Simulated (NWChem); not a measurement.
# InF2, doublet; SMILES [F][In][F]

All runs: NWChem. Spin-unrestricted. In the optimisation the excess spin sits in a1 (C2v, its own frame). Structure relaxed at the PBE0/def2-SVP, spin-unrestricted level. This spin state was assumed; another may lie lower. No stability test was run on the SCF state. def2 effective core potentials on In; no spin-orbit coupling. Vertical excitations in the gas phase; the lowest state need not have the same character in each row. Excited states of an open shell can be spin-contaminated.

For level CAM-B3LYP/def2-SVP, TDA:

| Quantity | Value |
|---|---|
| lowest excitation (eV) | 3.64 |
| lowest empty minus highest occupied level, either spin (eV) | 5.14 |

Problem. What are these values for level PBE/def2-SVP, TDA?

Solution. The lowest excitation (eV) is 2.61 and the lowest empty minus highest occupied level, either spin (eV) is 0.90.
